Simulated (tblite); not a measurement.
Species: C5H9OP.
Z-matrix (Å and degrees, GFN2-xTB geometry), rows numbered from 1:
```
C 
C   1  1.4898
C   2  1.3317  1  124.44
P   3  1.8039  2  121.97  1   179.96
C   4  1.6850  3  100.69  2  -179.85
O   5  1.3544  4  125.35  3    -0.12
C   6  1.4058  5  115.96  4  -179.81
H   1  1.0903  2  110.17  3  -120.82
H   1  1.0876  2  111.11  3     0.05
H   1  1.0903  2  110.11  3   120.89
H   2  1.0830  1  115.77  3  -179.99
H   3  1.0814  2  120.98  1     0.04
H   5  1.0857  4  118.37  3   179.84
H   7  1.0889  6  106.47  5  -179.97
H   7  1.0952  6  111.17  5   -60.82
H   7  1.0953  6  111.18  5    60.86
```

All values are computed: GFN2-xTB (tblite) harmonic vibrations without scaling, gas phase. The method is semi-empirical: single wavenumbers can be off by several per cent or more. One conformer, not necessarily the lowest.

Harmonic wavenumbers (cm⁻¹): 57.2, 68.4, 91.5, 139.5, 167.1, 176.1, 225.4, 318.4, 320.2, 404.3, 469.7, 676.1, 743.9, 809.4, 916.6, 983.2, 983.5, 1026.9, 1057.4, 1104.7, 1124.2, 1146.0, 1205.4, 1214.5, 1276.5, 1351.1, 1397.0, 1408.8, 1465.6, 1473.3, 1474.0, 1479.3, 1653.6, 2928.6, 2944.4, 2990.7, 3002.4, 3006.5, 3027.3, 3034.9, 3048.1, 3056.6.

A = 4207, B = 1010, C = 822.6 MHz; mass 116.039 u (most abundant isotopes); point group Cs, symmetry number 1.

**Question.** Zero-point energy?

**Answer.** ½Σν̃ = 27724 cm⁻¹ = 79.27 kcal/mol.

**Question.** Give the ideal-gas entropy at 298.15 K and 1 bar in the rigid-rotor, harmonic-oscillator model (classical rotation).

**Answer.** Translation 40.19, rotation 28.91, vibration 27.93: S = 97.0 cal/(mol K).

**Question.** And Cp and H(298.15 K) − H(0)?

**Answer.** Cp = 33.61 cal/(mol K), of which vibrations give 25.66 (their classical limit is 42 R = 83.5); H(298.15 K) − H(0) = 6.61 kcal/mol without the zero-point energy, 4.24 from vibrations.

**Question.** Which modes carry the vibrational entropy at 298.15 K?

**Answer.** 57.2 cm⁻¹: 4.55; 68.4 cm⁻¹: 4.20; 91.5 cm⁻¹: 3.63; 139.5 cm⁻¹: 2.81; 167.1 cm⁻¹: 2.47; 176.1 cm⁻¹: 2.37 cal/(mol K); the other 36 give 7.91 together.

**Question.** Blend soft modes into free rotors: weight 1/[1 + (100 cm⁻¹/ν̃)⁴] for the oscillator and the rest for a rotor with moment μB/(μ + B), μ = h/(8π²ν), B = 10⁻⁴⁴ kg m². What vibrational entropy results?

**Answer.** 25.64 cal/(mol K) in place of 27.93, which changes −T·S at 298.15 K by +0.68 kcal/mol.

**Question.** How do the functions run with temperature in this model?

**Answer.** 
| T (K) | S (cal/(mol K)) | Cp (cal/(mol K)) | H − H(0) (kcal/mol) | G − H(0) (kcal/mol) | ln q(vib) |
| --- | --- | --- | --- | --- | --- |
| 150 | 77.9 | 23.3 | 2.41 | -9.28 | 3.12 |
| 250 | 91.4 | 30.1 | 5.08 | -17.78 | 5.72 |
| 400 | 108.0 | 41.1 | 10.42 | -32.77 | 9.28 |
| 600 | 127.1 | 53.4 | 19.94 | -56.32 | 13.66 |
| 900 | 151.2 | 65.6 | 37.92 | -98.19 | 19.71 |

q(vib) and H(0) count from the zero-point level.

**Question.** What must be added to the electronic energy to get the Gibbs energy at 298.15 K and 1 bar?

**Answer.** ZPE + [H(298.15 K) − H(0)] − T·S = 79.27 + 6.61 − 28.93 = 56.95 kcal/mol.

Hindered rotation and anharmonicity are outside this model. Other conformers, if any are populated, would add a mixing term that is left out.

Run on x86-64 server, one thread, on a shared host. This covers the Hessian and the dipole derivatives.
